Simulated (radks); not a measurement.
Initial-state core-level shifts of neutral thulium when its valence configuration changes from [Xe] 4f13 6s2. Calculated with a radial shooting solver on a logarithmic mesh with Libxc functionals: scalar-relativistic Kohn-Sham, BLYP, spin-polarised, spherical densities, finite nucleus; open shells are filled with parallel spins first (spin-orbit coupling, left out, can overturn this in heavy ions); Fermi nuclear charge, rms radius 5.2256 fm. Shifts are changes of the shell-averaged eigenvalues in eV (positive: less bound); the change of the density at the nucleus, which sets a Mossbauer isomer shift, is in e/bohr^3, on a base of 1.003e+06.

valence                    2p       3s       3p       4d  density at nucleus
4f12.5 6s2 6p0.5       -4.855   -5.186   -5.180   -4.965               +29.9
4f12.5 5d0.5 6s2       -3.423   -3.777   -3.772   -3.530               +22.0
4f12.5 5d1 6s1.5       -2.885   -3.252   -3.246   -2.986                +1.3
4f12 5d1 6s2           -7.004   -7.788   -7.775   -7.194               +45.4
4f10.5 6s2 6p2.5      -28.627  -30.907  -30.866  -28.720              +182.2
4f12 6s2 6p1          -10.230  -10.964  -10.951  -10.416               +63.8
4f13 6s1.5 6p0.5       -0.750   -0.740   -0.740   -0.749               -14.7
4f11.5 5d1 6s2 6p0.5  -12.431  -13.688  -13.667  -12.667               +79.6
